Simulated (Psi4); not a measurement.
A dimer, N2 ··· F4Si (SMILES N#N and F[Si](F)(F)F), singlet; the first 2 atoms form monomer A.

```
7

N      0.5455     0.0000     0.0000
N     -0.5455     0.0000     0.0000
F      3.2812     0.8976    -0.8482
Si     3.1038    -0.3974    -1.7133
F      1.8354    -0.2495    -2.6223
F      4.3708    -0.6022    -2.6129
F      2.9291    -1.6360    -0.7690
```

### Question
What interaction energy does SAPT0/jun-cc-pVDZ, frozen core (Psi4 1.11) give, and which attractive term is the largest?

### Answer
Total 0.37 kJ/mol: electrostatics -8.17, exchange 16.41, induction -2.03, dispersion -5.84. The most attractive term is electrostatics.
